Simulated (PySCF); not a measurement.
Computed IR spectrum (relative IR intensity) of a molecule C4H2ClF3. Geometry: PBE-D3(BJ)/def2-SVP. The values are those of a single conformer. Computed with PBE-D3(BJ)/def2-SVP run with PySCF. Frequencies are harmonic and unscaled.

| ν (cm⁻¹) | relative intensity |
|---|---|
| 500 | 2.9 |
| 547 | 5.2 |
| 672 | 8.8 |
| 733 | 6.4 |
| 768 | 24 |
| 834 | 3.0 |
| 842 | 8.7 |
| 1074 | 10 |
| 1129 | 84 |
| 1142 | 100 |
| 1213 | 17 |
| 1258 | 73 |
| 1389 | 56 |
| 3118 | 2.3 |

Q: Which molecule gave these data?
(A) FC(F)=C(F)/C=C/Cl
(B) F/C=C(F)/C(F)=C\Cl
(C) FC(F)=C/C(F)=C\Cl
(D) FC(F)(F)C=C=CCl

A: D, FC(F)(F)C=C=CCl
